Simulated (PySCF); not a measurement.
# Radial density of Cu⁺ (copper, charge +1)

PBE0, [Ar] 3d10, closed-shell 1S. Calculation: PySCF 2.14, in def2-SVP (5s3p2d1f, 31 functions); no relativity, point nucleus.

```tsv
r (bohr)	4πr²ρ (e/bohr)
0.000974	0.1839
0.00164	0.5080
0.00276	1.356
0.00464	3.423
0.00780	8.087
0.0131	16.81
0.0221	28.58
0.0371	35.01
0.0624	29.56
0.105	30.87
0.177	39.79
0.297	21.99
0.500	20.76
0.840	17.53
1.41	4.572
2.38	0.6598
4.00	0.004347
```
